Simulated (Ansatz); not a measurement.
Two structures of HfH3Cl3O, closed shell, reached by relaxing down either side of one saddle point (PBE0-D4/def2-TZVP). Energies are electronic, without zero-point energy. Computed with Ansatz 0.2.0 (basis: def2-TZVPP and def2-QZVPP); correlated methods freeze the cores. Core potentials replace the inner electrons of the atoms past krypton. Extrapolation: Hartree–Fock as exp(−7.88 √X), correlation as X^−2.97. First:

```
8
angstrom
Hf -0.1935 -0.3939 -0.9329
O 0.9085 -1.1484 0.3921
Cl -0.1857 -1.7938 -2.8031
Cl -2.3787 -0.2041 -0.1229
Cl 0.6345 1.7066 -1.5413
H -0.4098 1.4843 2.1161
H 0.1591 1.8693 1.8225
H 1.4657 -1.5197 1.0696
```

Second:

```json
{"atom": "Hf1", "x (Å)": "-0.3584", "y (Å)": "0.4492", "z (Å)": "-0.6050"}
{"atom": "O2", "x (Å)": "0.3621", "y (Å)": "-0.9092", "z (Å)": "1.1436"}
{"atom": "Cl3", "x (Å)": "1.0654", "y (Å)": "-1.0624", "z (Å)": "-1.7617"}
{"atom": "Cl4", "x (Å)": "-2.5578", "y (Å)": "-0.1863", "z (Å)": "-0.1426"}
{"atom": "Cl5", "x (Å)": "-0.5425", "y (Å)": "2.2011", "z (Å)": "-2.1281"}
{"atom": "H6", "x (Å)": "0.7299", "y (Å)": "-0.4288", "z (Å)": "1.8920"}
{"atom": "H7", "x (Å)": "0.3275", "y (Å)": "1.5468", "z (Å)": "0.7105"}
{"atom": "H8", "x (Å)": "0.9739", "y (Å)": "-1.6104", "z (Å)": "0.8914"}
```

Q: Which bonds change from the first to the second?

A: HfHCl₃O ([OH][Hf]([Cl])([Cl])[Cl]) + H₂ → HfHCl₃ ([Cl][HfH]([Cl])[Cl]) + H₂O (still joined by a long Hf–O bond); bonds formed: Hf1–H7, O2–H6; bonds broken: H6–H7; bonds weakened to dative contacts: Hf1–O2.

Q: Give the saddle point's structure and its height above each. (Judge from chemistry; the value comes from the calculation.)

A: By the calculation: 1.544 eV above the first and 0.549 eV above the second (CCSD(T) at an estimated basis limit (MP2 extrapolated from triple and quadruple zeta, plus CCSD(T) − MP2 in triple zeta)).
```json
{"atom": "Hf1", "x (Å)": "-0.3838", "y (Å)": "0.1732", "z (Å)": "-0.5263"}
{"atom": "O2", "x (Å)": "0.4098", "y (Å)": "-0.8989", "z (Å)": "1.1384"}
{"atom": "Cl3", "x (Å)": "0.7311", "y (Å)": "-1.2510", "z (Å)": "-2.0156"}
{"atom": "Cl4", "x (Å)": "-2.6542", "y (Å)": "-0.2784", "z (Å)": "-0.3553"}
{"atom": "Cl5", "x (Å)": "-0.2149", "y (Å)": "2.2032", "z (Å)": "-1.6802"}
{"atom": "H6", "x (Å)": "0.5790", "y (Å)": "0.2742", "z (Å)": "1.3174"}
{"atom": "H7", "x (Å)": "0.3569", "y (Å)": "1.2566", "z (Å)": "0.9936"}
{"atom": "H8", "x (Å)": "1.1762", "y (Å)": "-1.4788", "z (Å)": "1.1281"}
```

No T1 diagnostic of these runs exceeds 0.015.

Labels in which every atom is bracketed show which atoms are joined, not bond orders.

For scale, one of the runs: CCSD(T)/def2-TZVPP, 255 basis functions, launched by `ansatz run in.yaml --threads 8 --pin off --events-out ev --progress --plain --max-ram 19148MiB`. The run took 2.4 min on 8 CPU threads of an Arm Neoverse V2 (shared host), with 6 GiB of host memory at its peak.
